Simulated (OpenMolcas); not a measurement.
**A ladder of methods for CHClInNO (SMILES O=C=[N][InH][Cl])**

The species is CHClInNO (6 atoms), meant as a singlet with charge 0. SMILES: `O=C=[N][InH][Cl]`. The shape is that of a PBE0-D4/def2-TZVP optimisation. This is one conformer, not always the lowest.

```
atom    x (Å)    y (Å)    z (Å)
   O   1.6280  -2.3204   0.0581
   C   0.8966  -1.4709   0.3793
   N   0.1367  -0.6269   0.7821
  In  -0.7442   1.0279   0.0313
  Cl  -0.1270   1.3820  -2.1720
   H  -1.7901   2.0083   0.9212
```

Quantity: the energy change with the In4–H6 bond stretched from 1.687 to 2.194 Å, in eV. The values are calculated.

```
                                         level                   kind     program  value (eV)  less CCSD(T)/def2-SVP
     HF/def2-SVP (core potential) (restricted)           Hartree–Fock  OpenMolcas        1.00                  +0.14
  SVWN5/def2-SVP (core potential) (restricted)                    LDA  OpenMolcas        0.88                  +0.02
 revPBE/def2-SVP (core potential) (restricted)                    GGA  OpenMolcas        0.78                  -0.08
  M06-L/def2-SVP (core potential) (restricted)               meta-GGA  OpenMolcas        0.87                  +0.01
 r2SCAN/def2-SVP (core potential) (restricted)               meta-GGA  OpenMolcas        0.91                  +0.05
   PBE0/def2-SVP (core potential) (restricted)          global hybrid  OpenMolcas        0.92                  +0.06
 B2PLYP/def2-SVP (core potential) (restricted)          double hybrid  OpenMolcas        0.91                  +0.05
    MP2/def2-SVP (core potential) (restricted)    perturbation theory  OpenMolcas        0.96                  +0.10
CCSD(T)/def2-SVP (core potential) (restricted)  coupled cluster or CI  OpenMolcas        0.86                   0.00
```

CCSD(T)/def2-SVP (core potential) (restricted) is the highest level here, not the true value. The first shape isn't each level's own minimum. The values span 0.78 to 1.00 eV. In the correlated wave-function rows the outer d shell of In is correlated, in sets not made for it.
